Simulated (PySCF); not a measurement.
Computed IR spectrum (relative IR intensity) of a molecule C₂H₄F₂Si₂. The structure is a stationary point at B3LYP-D3(BJ)/def2-SVP. The values are those of a single conformer. Method: B3LYP-D3(BJ)/def2-SVP (PySCF). Frequencies are harmonic and unscaled.

Lines under 2 % of the strongest are left out, and lines within 2 cm⁻¹ are merged.

```csv
ν (cm⁻¹),relative intensity
210,2.2
333,18
366,12
501,9.9
649,19
737,8.9
739,4.2
767,7.7
782,100
821,6.0
853,13
892,86
918,58
951,32
2149,22
2220,28
2232,43
2236,44
3453,19
```

Question: Which molecule gave these data?
(A) FC1=C[SiH2][Si@H]1F
(B) F[Si@H]1C=C[Si@@H]1F
(C) C#C[Si](F)(F)[SiH3]
(D) C#C[Si@H](F)[SiH2]F

Answer: D, C#C[Si@H](F)[SiH2]F
